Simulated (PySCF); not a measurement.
## Broadened absorption spectrum of C4H6F4Si

C4H6F4Si.
Z-matrix (Å and degrees, GFN2-xTB geometry), rows numbered from 1:
```
C 
C   1  1.4840
F   2  1.3564  1  112.92
C   2  1.3236  1  128.46  3   179.63
C   4  1.4957  2  122.92  1   179.68
F   5  1.3738  4  108.46  2   166.55
F   5  1.3819  4  109.64  2   -80.89
Si  5  1.9459  4  116.62  2    43.46
F   8  1.6085  5  104.25  4    29.25
H   1  1.0896  2  109.33  3   -58.59
H   1  1.0843  2  110.62  3  -179.48
H   1  1.0894  2  109.82  3    59.44
H   4  1.0770  2  120.48  1     0.77
H   8  1.4502  5  107.27  4   141.36
H   8  1.4456  5  110.80  4   -87.18
```

Level of theory: TDDFT CAM-B3LYP/def2-SVPD, vertical, gas phase, core orbitals frozen in the response (PySCF 2.14.0, density-fitted response routines).

Computed states:

| state | E (eV) | f |
| --- | --- | --- |
| S1 | 6.60 | 0.214 |
| S2 | 7.23 | 0.110 |
| S3 | 7.28 | 0.034 |
| S4 | 7.79 | 0.024 |
| S5 | 8.26 | 0.0018 |
| S6 | 8.27 | 0.029 |
| S7 | 8.28 | 0.057 |
| S8 | 8.42 | 0.0051 |

Each state is given a Gaussian of 0.3 eV full width at half maximum, with ε(max) = 2.175×10⁸ f / Δν̃ (Δν̃ the width in cm⁻¹). The width is an assumption, not a result. The curve ends short of the highest state used, and states not computed would add to its high-energy end.

Question: What does the envelope look like, and where are its maxima?

Answer: 
λ (nm), ε (L mol⁻¹ cm⁻¹) and a bar:
```
    158.5       2123 ###
    159.3       2169 ###
    160.1       2027 ###
    160.8       1781 ###
    161.6       1437 ##
    162.4       1122 ##
    163.2        937 #
    164.0        977 #
    164.8       1334 ##
    165.6       2091 ###
    166.3       3123 #####
    167.1       4719 #######
    167.9       6659 ##########
    168.7       8731 ##############
    169.5      10634 #################
    170.3      12047 ###################
    171.0      12678 ####################
    171.8      12597 ####################
    172.6      11701 ##################
    173.4      10179 ################
    174.2       8310 #############
    175.0       6381 ##########
    175.8       4630 #######
    176.5       3364 #####
    177.3       2291 ####
    178.1       1639 ###
    178.9       1410 ##
    179.7       1609 ##
    180.5       2261 ###
    181.2       3228 #####
    182.0       4805 #######
    182.8       6862 ###########
    183.6       9305 ###############
    184.4      11953 ###################
    185.2      14551 #######################
    185.9      16549 ##########################
    186.7      18264 #############################
    187.5      19164 ##############################
    188.3      19142 ##############################
    189.1      18225 #############################
    189.9      16557 ##########################
    190.7      14372 ######################
    191.4      12243 ###################
    192.2       9786 ###############
    193.0       7498 ############
    193.8       5512 #########
    194.6       3892 ######
    195.4       2643 ####
    196.1       1825 ###
    196.9       1154 ##
    197.7        704 #
    198.5        414 #
    199.3        236 
    200.1        129 
    200.8         75 
    201.6         39
```

Maxima: 188 nm (6.60 eV), ε about 19000, made up of S1 (100%); 171 nm (7.24 eV), ε about 13000, made up of S2 (77%) and S3 (23%); 159 nm (7.79 eV), ε about 2200, made up of S4 (100%) (ε in L mol⁻¹ cm⁻¹; maxima over ε = 5, shares over 10%).

Question: Does any computed singlet lie in the visible range?

Answer: No computed singlet lies in the visible range (380 to 750 nm); the lowest, at 188 nm, stands 3.34 eV above its violet end (3.26 eV).

Question: Coming from long wavelengths, where does ε first pass 100 L mol⁻¹ cm⁻¹?

Answer: At about 200 nm (6.19 eV), 0.41 eV below S1.

Question: On this curve, what absorbance would a 10⁻⁵ mol/L sample give at 193 nm over a 1 cm path?

Answer: 193 nm is 6.424 eV, where ε is about 7500 L mol⁻¹ cm⁻¹, so A = ε c l ≈ 0.075 (Beer–Lambert, with the gas-phase spectrum and the assumed width).

One conformer stands for the species.
